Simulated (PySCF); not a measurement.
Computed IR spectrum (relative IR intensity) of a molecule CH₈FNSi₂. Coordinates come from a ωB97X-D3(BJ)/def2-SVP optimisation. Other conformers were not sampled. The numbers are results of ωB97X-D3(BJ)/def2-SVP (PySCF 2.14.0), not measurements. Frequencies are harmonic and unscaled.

Lines under 2 % of the strongest are left out, and lines within 2 cm⁻¹ are merged.

ν (cm⁻¹): 127 (w), 289 (w), 318 (m), 415 (m), 509 (vs), 649 (w), 661 (w), 699 (w), 790 (s), 801 (m), 848 (s), 876 (s), 937 (vs), 959 (w), 994 (s), 1056 (m), 1247 (w), 1318 (vw), 1461 (w), 1559 (m), 2192 (vs), 2233 (m), 2243 (vs), 2248 (s), 3080 (w), 3148 (w), 3599 (m), 3698 (m) (against the strongest line: vs over 80 %, s over 45 %, m over 15 %, w over 4 %, vw less)

### Question
Which molecule gave these data?
A. N[C@H]([SiH3])[SiH2]F
B. CN[SiH2][SiH2]F
C. C[SiH2][Si@@H](N)F
D. N[SiH2][SiH2]CF

### Answer
D, N[SiH2][SiH2]CF
